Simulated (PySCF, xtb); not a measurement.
C2H4O3, SMILES COC(=O)O.

GFN2-xTB (xtb) at its own geometry gives an orbital gap of 6.29 eV and a dipole moment of 0.60 D.

Coordinates come from a B3LYP-D3(BJ)/def2-SVP optimisation. Other conformers were not sampled.

Q: What does CAM-B3LYP/def2-TZVP (PySCF) give? (The exact figures need the calculation; the answer reports its results.)

A: gap 11.80 eV (levels -10.10 and 1.70 eV), dipole 0.62 D.
